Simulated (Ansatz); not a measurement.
Co₂O₂⁻ was relaxed with PBE-D4 (def2-SVPD) in Ansatz in these states: charge -1 quartet, charge -1 sextet. The geometries follow in no particular order.

A:

```csv
atom,x (Å),y (Å),z (Å)
Co1,-0.336,0.972,-0.250
Co2,0.336,-0.972,0.250
O3,1.245,0.263,-0.654
O4,-1.245,-0.263,0.654
```

B:

```xyz
4

Co    0.340   -0.992    0.112
Co   -0.339    0.992   -0.114
O    -1.093   -0.257    1.028
O     1.091    0.257   -1.027
```

**Question.** Judge from the bond lengths which geometry belongs to which state (an estimate).

**Answer.** A is the charge -1 quartet (Co1–O3 1.780 Å, Co2–O3 1.780 Å, Co1–O4 1.780 Å); B is the charge -1 sextet (Co1–O3 1.853 Å, Co2–O3 1.853 Å, Co1–O4 1.849 Å).

At PBE-D4/def2-SVPD the highest occupied level of the charge -1 quartet lies above zero (up to 1.19 eV). It is a level of β spin, whose loss leaves a quintet; that state wasn't run at this geometry and level. The electron is either unbound and held by the finite basis, or the level is raised by self-interaction error. At PBE-D4/def2-SVPD the highest occupied level of the charge -1 sextet lies above zero (up to 1.05 eV). It is a level of β spin, whose loss leaves a septet; that state wasn't run at this geometry and level. The electron is either unbound and held by the finite basis, or the level is raised by self-interaction error. At PBE0-D4/def2-TZVPD a doublet lies 0.62 eV below the charge -1 quartet. At PBE0-D4/def2-TZVPD a doublet lies 0.06 eV below the charge -1 sextet. These are the stationary points nearest to one start from a short search; other shapes may lie lower in each state.
